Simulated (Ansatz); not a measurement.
**Pulling the pair apart**

The pair of K⁺ (SMILES [K+], atom 1) and SiH$_{4}$ (SMILES [SiH4], atoms 2–6), both closed shells, in one local arrangement (a lower one may exist), relaxed at PBE0-D4/def2-TZVP:

```
6
angstrom
K 0.2757 -0.0156 -3.6045
Si -0.0586 0.0034 0.7667
H -1.4766 -0.2586 1.0967
H 0.8345 -1.0676 1.2608
H 0.3796 1.3433 1.2157
H 0.0455 -0.0049 -0.7355
```

SiH$_{4}$ is shifted rigidly along the line between the mean atom positions of the two fragments (negative: closer). Counterpoise interaction energies in kJ/mol. Program: Ansatz 0.2.0. Basis: def2-TZVPPD. Cores are frozen in the correlated methods. The outer core shell of Li, Na, Mg and K is correlated. The def2 sets are not built for correlating such inner shells, so the correlated values are less sure here. B3LYP uses VWN-RPA correlation.

```tsv
shift (Å)	MP2	PBE-D4	B3LYP-D4
-0.29	-22.0	-25.1	-25.4
-0.14	-21.8	-26.2	-27.6
0.00	-20.7	-27.9	-31.2
0.14	-19.1	-26.6	-30.2
0.35	-16.8	-23.5	-26.7
0.72	-12.8	-17.7	-20.1
1.44	-7.7	-9.9	-11.1
2.88	-3.5	-3.7	-4.0
```

Q: What does CCSD(T) give at these shifts? (An estimate is asked for; the value comes from the calculation.)

A: By the calculation: -21.6, -21.4, -20.4, -18.9, -16.5, -12.6, -7.6, -3.4 kJ/mol. For zero shift, CCSD(T) at an estimated basis limit (MP2 extrapolated from triple and quadruple zeta, plus CCSD(T) − MP2 in triple zeta) gives -21.2 kJ/mol. These are counterpoise interaction energies, counted from the two frozen fragments.

No T1 diagnostic of these runs exceeds 0.008.

For scale, one of the runs: CCSD(T)/def2-TZVPPD, 152 basis functions, launched by `ansatz run in.yaml --threads 2 --pin off --events-out ev --progress --plain --max-ram 5222MiB`. Time: 10 s of wall clock on 2 CPU threads of an Arm Neoverse V1; the host was shared. Peak host memory: 0.93 GiB.
